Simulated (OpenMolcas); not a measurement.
**Co2+ in a point-charge field**

Co2+ among 4 point charges of -1 e arranged as a square (D4h), 2.01 Å from the ion.
```
   2.0100    0.0000    0.0000  -1.00
   0.0000    2.0100    0.0000  -1.00
  -2.0100    0.0000    0.0000  -1.00
   0.0000   -2.0100    0.0000  -1.00
```

```json
{"Program": "OpenMolcas", "Method": "CASSCF", "Basis": "ANO-RCC-VDZP [5s4p2d1f]", "Scalar Hamiltonian": "DKH2, point nucleus", "Active space": "7 electrons in 5 orbitals (3d)", "State averaging": "2S+1 = 4 even, 10 roots; 2S+1 = 2 even, 40 roots", "Spin-orbit coupling": "state interaction with AMFI integrals over the reference wave functions"}
```

The lowest spin-free states (labels of D4, the rotations of D4h), above the lowest:

```csv
State,Degeneracy,E (cm-1),Free-ion L (%)
4A2,1,0.0,F (97)
4E,2,492.2,F (97)
4B2,1,1534,F (100)
4B1,1,3963,F (100)
4E,2,4256,F (99)
2A1,1,18475,G (83)
2A2,1,18986,G (91)
4E,2,19046,P (96)
2E,2,19365,G (83)
2B2,1,20093,G (91)
2E,2,20830,G (62)
2B1,1,21063,G (97)
2A1,1,21368,G (95)
2E,2,22310,H (54)
2A2,1,24881,P (53)
2E,2,24928,P (48)
2A2,1,25819,H (51)
2A1,1,25920,H (85)
4A2,1,27078,P (97)
2E,2,27477,H (93)
```

The lowest levels with spin-orbit coupling:

```json
{"E (cm-1)": "0.0", "Degeneracy": "2", "Label": "E1/2", "2S+1": "4", "g": "1.71 6.44 6.44"}
{"E (cm-1)": "163.6", "Degeneracy": "2", "Label": "E3/2", "2S+1": "4", "g": "1.16 1.16 4.95"}
{"E (cm-1)": "677.6", "Degeneracy": "2", "Label": "E3/2", "2S+1": "4", "g": "0.48 0.48 7.06"}
{"E (cm-1)": "1136", "Degeneracy": "2", "Label": "E1/2", "2S+1": "4", "g": "1.07 4.69 4.69"}
{"E (cm-1)": "1213", "Degeneracy": "2", "Label": "E3/2", "2S+1": "4", "g": "0.83 0.83 3.71"}
{"E (cm-1)": "1640", "Degeneracy": "2", "Label": "E1/2", "2S+1": "4", "g": "1.92 2.84 2.84"}
{"E (cm-1)": "2092", "Degeneracy": "2", "Label": "E1/2", "2S+1": "4", "g": "0.55 0.55 6.24"}
{"E (cm-1)": "2316", "Degeneracy": "2", "Label": "E3/2", "2S+1": "4", "g": "2.27 2.27 2.39"}
{"E (cm-1)": "4051", "Degeneracy": "2", "Label": "E1/2", "2S+1": "4", "g": "0.06 0.06 11.23"}
{"E (cm-1)": "4353", "Degeneracy": "2", "Label": "E3/2", "2S+1": "4", "g": "1.52 5.00 5.00"}
{"E (cm-1)": "4354", "Degeneracy": "2", "Label": "E1/2", "2S+1": "4", "g": "0.07 0.07 5.91"}
{"E (cm-1)": "4937", "Degeneracy": "2", "Label": "E1/2", "2S+1": "4", "g": "0.04 0.04 5.77"}
{"E (cm-1)": "5260", "Degeneracy": "2", "Label": "E3/2", "2S+1": "4", "g": "2.38 2.38 3.30"}
{"E (cm-1)": "5729", "Degeneracy": "2", "Label": "E3/2", "2S+1": "4", "g": "0.40 1.17 1.17"}
{"E (cm-1)": "18799", "Degeneracy": "2", "Label": "E1/2", "2S+1": "2", "g": "3.35 3.35 3.81"}
{"E (cm-1)": "19334", "Degeneracy": "2", "Label": "E3/2", "2S+1": "4", "g": "0.04 0.04 7.95"}
{"E (cm-1)": "19360", "Degeneracy": "2", "Label": "E1/2", "2S+1": "2", "g": "0.18 3.17 3.17"}
{"E (cm-1)": "19436", "Degeneracy": "2", "Label": "E3/2", "2S+1": "4", "g": "0.18 0.18 3.72"}
{"E (cm-1)": "19609", "Degeneracy": "2", "Label": "E1/2", "2S+1": "4", "g": "0.12 1.40 1.40"}
{"E (cm-1)": "19734", "Degeneracy": "2", "Label": "E3/2", "2S+1": "2", "g": "1.64 2.58 2.58"}
```

Powder χT (cm3 K/mol): 2.73 at 2 K, 2.89 at 10 K, 3.66 at 50 K, 4.23 at 100 K, 4.59 at 200 K, 4.71 at 300 K. The effective moment at 300 K is 2.828 √(χT) = 6.14 μB.

The lowest level has 2S+1 = 4, for which the spin-only value is χT = S(S+1) / 2 = 1.875 cm3 K/mol (g = 2). The computed 4.715 at 300 K differs by +2.840, through orbital momentum, spin-orbit coupling and any other state in reach.

Spin-orbit coupling mixes the spin-free states strongly: the lowest level takes only 66 % from its leading state, 4A2. Without dynamic correlation the repulsion within the d shell is too large (B by tens of per cent), so at a given field states of lower spin stand too high. The ground term spreads over less than 5000 cm-1, several times less than with real ligands, so orbital moments are less quenched and χT lies further from the spin-only value than at real sites. This is an electrostatic model: the charges have no orbitals. No measured value stands beside these numbers.
